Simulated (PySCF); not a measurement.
# Nuclear quadrupole coupling in `COC/P=C(\C)F`

C₄H₈FOP.
Z-matrix (Å and degrees, PBE0-D3(BJ)/def2-SVP geometry), rows numbered from 1:
```
C 
O   1  1.3976
C   2  1.3939  1  114.30
P   3  1.8974  2  118.16  1   -65.74
C   4  1.6918  3  100.82  2   -55.69
C   5  1.4827  4  132.77  3     2.66
F   5  1.3397  4  116.19  3  -177.69
H   1  1.0984  2  107.67  3  -178.03
H   1  1.1067  2  111.90  3    62.41
H   1  1.1075  2  111.58  3   -58.87
H   3  1.1013  2  107.05  1   171.32
H   3  1.1092  2  110.89  1    55.02
H   6  1.0950  5  111.94  4     7.43
H   6  1.1028  5  108.87  4   127.66
H   6  1.1034  5  109.65  4  -115.80
```

Field gradients from the PBE0/pcSseg-1 density (PySCF, non-relativistic), principal values in atomic units, ordered |Vxx| ≤ |Vyy| ≤ |Vzz|:

| atom | Vxx | Vyy | Vzz |
| --- | --- | --- | --- |
| O2 | -0.0265 | -1.9781 | 2.0046 |

Problem. Find the asymmetry η = (Vxx − Vyy)/Vzz and the couplings χ = eQV/h (234.96 MHz × Q in barn × V in au), with Q(17O) = −0.0256 b.

Solution. 
| atom | environment | nucleus | η | χzz (MHz) | χxx (MHz) | χyy (MHz) |
| --- | --- | --- | --- | --- | --- | --- |
| O2 | ether oxygen | 17O | 0.97 | -12.06 | 0.16 | 11.90 |

At O2 η is above 0.9: Vyy and Vzz are nearly equal in size and opposite in sign, so a small change could swap them and flip the sign of χzz. The tensor is traceless: Vxx + Vyy + Vzz = 0.

Problem. What is Vzz at O2 in SI units (1 au = 9.71736 × 10²¹ V/m²)?

Solution. 2.0046 au = 19.480 × 10²¹ V/m².

Problem. What couplings would deuterons (Q(2H) = 0.00286 b) have in place of the hydrogens, at this geometry?

Solution. 
| atom | bonded to | bond length (Å) | Vzz (au) | η | χzz (kHz) |
| --- | --- | --- | --- | --- | --- |
| H8 | C1 | 1.098 | 0.2888 | 0.07 | 194 |
| H9 | C1 | 1.107 | 0.2698 | 0.09 | 181 |
| H10 | C1 | 1.107 | 0.2722 | 0.09 | 183 |
| H11 | C3 | 1.101 | 0.2837 | 0.07 | 191 |
| H12 | C3 | 1.109 | 0.2685 | 0.08 | 180 |
| H13 | C6 | 1.095 | 0.2853 | 0.05 | 192 |
| H14 | C6 | 1.103 | 0.2865 | 0.04 | 193 |
| H15 | C6 | 1.103 | 0.2864 | 0.04 | 192 |

The structure is a single PBE0-D3(BJ)/def2-SVP conformer in the gas phase; no vibrational or solvent corrections. A larger basis could move these couplings by a tenth or more.

These values come from a run that also computed NMR shieldings. On an Arm Neoverse V2 with one thread, no GPU, shared host with 96 logical CPUs at a one-minute load of 22, this took 20 s of wall time (grids of density and orbitals included) and 0.78 GiB of memory at its peak.
